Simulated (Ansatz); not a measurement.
Ideal-gas functions of C$_{3}$H$_{4}$Ga (`C#[C][Ga][CH3]`) radical at 500 K and 1 bar, from an Ansatz frequency run at PBE0-D4/def2-TZVP.

Molar mass 109.79 g/mol, point group Cs (symmetry number 1), electronic degeneracy 2, moments of inertia 32.436, 188.995, 218.262 u Å². Harmonic wavenumbers (cm⁻¹, unscaled): 64, 98, 165, 269, 452, 545, 608, 685, 739, 743, 1183, 1430, 1444, 2099, 3048, 3134, 3175, 3456.

Use S(trans) = R[1.5 ln M + 2.5 ln T − 1.1517]; rotational temperatures θ = 24.2544 K / I; S(rot) = R[ln(√π/σ · √(T³/θAθBθC)) + 1.5]; for each mode x = 1.438777 ν̃/T, S = R[x/(eˣ − 1) − ln(1 − e⁻ˣ)] and H = RT x/(eˣ − 1); 1 cm⁻¹ = 0.0119627 kJ/mol; R = 8.31446 J/(mol·K).

Question: By hand: the entropy, in J/(mol·K).

Answer: Translation 178.2. Rotation: θ = 0.7478, 0.1283, 0.1111 K, giving 113.6. Vibration, mode by mode: 22.39, 18.87, 14.59, 10.65, 6.69, 5.38, 4.65, 3.90, 3.45, 3.42, 1.25, 0.70, 0.68, 0.14, 0.01, 0.01, 0.01, 0.00, in all 96.8. Electronic 5.8. Sum 394.4 J/(mol·K).

Question: By hand: H − E and G − E in kJ/mol, counted from the electronic energy.

Answer: Zero-point energy ½ × 23337 × 0.0119627 = 139.6; thermal vibration 23.5; translation, rotation and pV give 4 RT = 16.6. H − E = 179.7 kJ/mol, and G − E = 179.7 − 500 × 394.4/1000 = -17.5 kJ/mol.

Vibration gives 25 % of the entropy, 41.3 J/(mol·K) of it from the modes under 150 cm⁻¹: soft modes count most, and the harmonic formula is weakest for them.
